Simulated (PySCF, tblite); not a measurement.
A database entry of computed molecular properties. Lists by class give the value and the number of equivalent atoms.

```json
{
 "formula": "C7H7ClN",
 "smiles": "C=C(C#N)C1(Cl)C[CH]C1",
 "charge": 0,
 "multiplicity": 2,
 "geometry_level": "GFN2-xTB",
 "atoms_angstrom": [
  ["C", 2.352, -0.211, 0.561],
  ["C", 1.167, 0.073, 0.026],
  ["C", 1.105, 0.861, -1.154],
  ["N", 1.068, 1.497, -2.106],
  ["C", -0.176, -0.357, 0.538],
  ["Cl", -0.025, -1.311, 2.037],
  ["C", -1.055, -1.017, -0.554],
  ["C", -1.864, 0.229, -0.573],
  ["C", -1.195, 0.807, 0.622],
  ["H", 3.264, 0.145, 0.112],
  ["H", 2.438, -0.805, 1.454],
  ["H", -1.586, -1.9, -0.184],
  ["H", -0.544, -1.298, -1.48],
  ["H", -2.382, 0.708, -1.376],
  ["H", -0.784, 1.816, 0.529],
  ["H", -1.792, 0.772, 1.538]
 ],
 "electronic_structure_code": "PySCF",
 "results": {
  "GFN2-xTB geometry": {
   "rotational_constants_GHz": [2.058, 1.326, 0.926]
  },
  "GFN2-xTB harmonic vibrations, gas phase": {
   "strongest_ir_bands_cm-1_km_per_mol_modes": [
    [308.3, 37.7, 1],
    [909.5, 22.5, 1],
    [2374.9, 146.9, 1],
    [2903.6, 30.2, 2],
    [2938.2, 35.0, 2],
    [3173.8, 27.5, 1]
   ],
   "zpe_kcal_per_mol": 72.2
  },
  "UKS B3LYP, pcH-1 on C Cl H N, non-relativistic, mean-field spin-orbit, GIAO": {
   "g_iso": 2.00293,
   "g_tensor": [2.00247, 2.00302, 2.00328],
   "s2": 0.754,
   "a_iso_by_class_MHz": [
    ["1H", 135.7, 2],
    ["13C", 118.3, 1],
    ["1H", 82.8, 2],
    ["1H", -57.7, 1],
    ["13C", -33.3, 2]
   ],
   "spin_populations_mulliken_by_atom": [0.0, 0.0, 0.0, 0.01, 0.02, 0.0, -0.09, 1.0, -0.09, 0.0, 0.0, 0.06, 0.04, -0.04, 0.04, 0.06]
  }
 }
}
```

⟨S²⟩ is 0.004 above the pure-spin value S(S + 1) = 0.75. With B = h/(8π²I), that is 505.379 GHz u Å² over I, the principal moments of inertia are 245.6, 381.1 and 545.7 u Å² (most abundant isotopes). At 9.50 GHz, hν = g·μB·B₀ (B₀ the magnetic field) puts the centre of the isotropic spectrum, to first order, at 338.9 mT. g_iso is shifted by about +610 ppm from the free-electron value 2.002319; the principal values span 0.0008.

 In GFN2-xTB open shells enter through the occupations alone, without spin polarisation, so single modes can be far off. Hyperfine couplings depend on the geometry, which wasn't re-optimised at a DFT level.

Conformer computed: `[CH2:1]=[C:2]([C:3]#[N:4])[C:5]1([Cl:6])[CH2:7][CH:8][CH2:9]1`: C1–C2–C5–Cl6 1°.

One conformer stands for the species.
